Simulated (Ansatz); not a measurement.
Ideal-gas functions of ClH4N2Si (`[NH][SiH](N)Cl`) radical at 600 K and 1 bar, from an Ansatz frequency run at PBE0-D4/def2-TZVP.

Molar mass 95.58 g/mol, point group C1 (symmetry number 1), electronic degeneracy 2, moments of inertia 77.796, 150.612, 203.391 u Å². Harmonic wavenumbers (cm⁻¹, unscaled): 166, 177, 232, 283, 301, 348, 515, 698, 747, 817, 867, 895, 937, 1576, 2291, 3495, 3615, 3713.

Use S(trans) = R[1.5 ln M + 2.5 ln T − 1.1517]; rotational temperatures θ = 24.2544 K / I; S(rot) = R[ln(√π/σ · √(T³/θAθBθC)) + 1.5]; for each mode x = 1.438777 ν̃/T, S = R[x/(eˣ − 1) − ln(1 − e⁻ˣ)] and H = RT x/(eˣ − 1); 1 cm⁻¹ = 0.0119627 kJ/mol; R = 8.31446 J/(mol·K).

Problem. By hand: the entropy, in J/(mol·K).

Solution. Translation 180.3. Rotation: θ = 0.3118, 0.161, 0.1193 K, giving 118.3. Vibration, mode by mode: 16.03, 15.50, 13.30, 11.70, 11.20, 10.06, 7.07, 4.94, 4.50, 3.94, 3.58, 3.40, 3.14, 0.93, 0.22, 0.02, 0.01, 0.01, in all 109.5. Electronic 5.8. Sum 413.9 J/(mol·K).

Problem. By hand: H − E and G − E in kJ/mol, counted from the electronic energy.

Solution. Zero-point energy ½ × 21673 × 0.0119627 = 129.6; thermal vibration 34.5; translation, rotation and pV give 4 RT = 20.0. H − E = 184.1 kJ/mol, and G − E = 184.1 − 600 × 413.9/1000 = -64.2 kJ/mol.

Vibration gives 26 % of the entropy. The sum counts one conformer and one mirror image; others add a mixing term.
